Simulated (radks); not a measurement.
Values are calculated unless marked as measured or tabulated.
Radial electron density D(r) = 4 pi r^2 rho(r) of an atom or ion with 52 electrons. Code: a radial shooting solver on a logarithmic mesh with Libxc functionals. Model: scalar-relativistic Kohn-Sham, r2SCAN, spin-polarised, spherical densities, finite nucleus; meta-GGA in the generalised Kohn-Sham scheme; Fermi nuclear charge, rms radius of each element as measured or else 0.836 A^(1/3) + 0.57 fm.

| r (bohr) | D(r) (e/bohr) | spin D(r) |
|---|---|---|
| 0.004794 | 22.23 | 0.00561 |
| 0.006394 | 32.07 | 0.00793 |
| 0.008528 | 43.80 | 0.0105 |
| 0.01147 | 56.00 | 0.0126 |
| 0.01529 | 64.83 | 0.0133 |
| 0.0204 | 67.37 | 0.0122 |
| 0.02742 | 63.18 | 0.0112 |
| 0.03658 | 58.62 | 0.0160 |
| 0.04878 | 63.21 | 0.0320 |
| 0.06559 | 78.42 | 0.0505 |
| 0.08748 | 86.97 | 0.0405 |
| 0.1167 | 75.42 | -0.00108 |
| 0.1569 | 61.19 | 0.00627 |
| 0.2092 | 68.03 | 0.0956 |
| 0.279 | 70.01 | 0.0858 |
| 0.3752 | 42.60 | -0.00261 |
| 0.5004 | 23.14 | 0.163 |
| 0.6674 | 26.26 | 0.231 |
| 0.8901 | 22.88 | -0.0372 |
| 1.197 | 10.99 | 0.280 |
| 1.596 | 4.949 | 1.06 |
| 2.129 | 3.379 | 1.18 |
| 2.862 | 2.013 | 0.579 |
| 3.818 | 0.7542 | 0.117 |
| 5.092 | 0.1566 | -0.00140 |
| 6.846 | 0.01501 | -0.00303 |
| 9.13 | 0.0006588 | -0.000267 |

What is the nuclear charge?

Answer. Z = 52. The innermost maximum, from 1s, lies near gamma/Z bohr with gamma = sqrt(1 - (Z/c)^2) = 0.925, here 0.0178 bohr (found: 0.0194), and its height grows with Z. The density is that of neutral tellurium in [Kr] 4d10 5s1 5p5; the configuration itself is not fixed sharply by these data, and Z only to a few units. D(r) has 4 maxima, at r = 0.0194, 0.0861, 0.249, 0.723 bohr, and minima at 0.0381, 0.163, 0.529 bohr, inside which lie 1.99, 11.15, 28.97 electrons.
